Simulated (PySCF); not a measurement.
Species: `C=CCC[AsH]C`. The columns A, B, C and D hold Mulliken, IAO, Hirshfeld and ESP-fitted charges (e) of one PBE0/pcSseg-1 density (PySCF), in a shuffled order. Coordinates in Å (PBE0-D3(BJ)/def2-SVP); the density's dipole moment is (-0.32, 0.20, -1.19) D.

```tsv
atom	x	y	z	A	B	C	D
C1	3.094	-0.394	0.804	-0.168	-0.107	-0.600	-0.318
C2	1.875	0.132	0.923	-0.243	-0.041	+0.156	-0.129
C3	1.146	0.859	-0.166	-0.179	-0.070	-0.344	-0.251
C4	-0.127	0.155	-0.637	-0.364	-0.118	-0.033	-0.424
As5	-1.508	-0.052	0.773	+0.033	+0.168	-0.162	+0.351
C6	-2.987	-0.559	-0.422	-0.437	-0.173	-0.307	-0.602
H7	3.663	-0.310	-0.129	+0.112	+0.042	+0.221	+0.138
H8	3.572	-0.924	1.632	+0.121	+0.045	+0.208	+0.148
H9	1.341	0.019	1.875	+0.127	+0.035	+0.054	+0.141
H10	1.824	0.995	-1.025	+0.122	+0.042	+0.109	+0.137
H11	0.886	1.875	0.186	+0.137	+0.038	+0.130	+0.139
H12	-0.573	0.698	-1.484	+0.141	+0.035	+0.067	+0.137
H13	0.115	-0.862	-0.986	+0.145	+0.032	+0.110	+0.141
H14	-1.857	1.438	0.818	+0.031	-0.045	+0.068	-0.057
H15	-3.058	0.098	-1.301	+0.137	+0.038	+0.079	+0.144
H16	-3.934	-0.524	0.135	+0.145	+0.041	+0.130	+0.154
H17	-2.826	-1.594	-0.758	+0.140	+0.039	+0.114	+0.150
```

**Question.** Which column most likely holds the ESP-fitted charges?

**Answer.** C. Σ q r misses the density's dipole by 0.07 D (C), 0.46 D (A), 1.58 D (B), 2.06 D (D). Charges fitted to the outside potential are the only set here that is tied to the molecule's multipoles.

**Question.** And the Hirshfeld charges?

**Answer.** B. The mean sizes are 0.065 e (B), 0.164 e (A), 0.170 e (C), 0.210 e (D), and Hirshfeld charges are commonly the smallest of these schemes.

As computed, A = Mulliken, B = Hirshfeld, C = ESP-fitted, D = IAO. Hydrogens on carbon: Mulliken +0.11 to +0.15, Hirshfeld +0.03 to +0.05, ESP-fitted +0.05 to +0.22, IAO +0.14 to +0.15 e.

The IAO scheme counts the electrons in orthogonalised intrinsic atomic orbitals, a minimal basis polarised so that it spans the occupied orbitals exactly. The Hirshfeld scheme divides the density at each point in proportion to the densities of the neutral, spherically averaged free atoms.

Isolated species at its PBE0-D3(BJ)/def2-SVP geometry (one conformer only). The calculation is non-relativistic, for arsenic too.

The values belong to the conformer `[CH2:1]=[CH:2][CH2:3][CH2:4][AsH:5][CH3:6]`: C1–C2–C3–C4 115°, C2–C3–C4–As5 62°, C3–C4–As5–C6 167°.
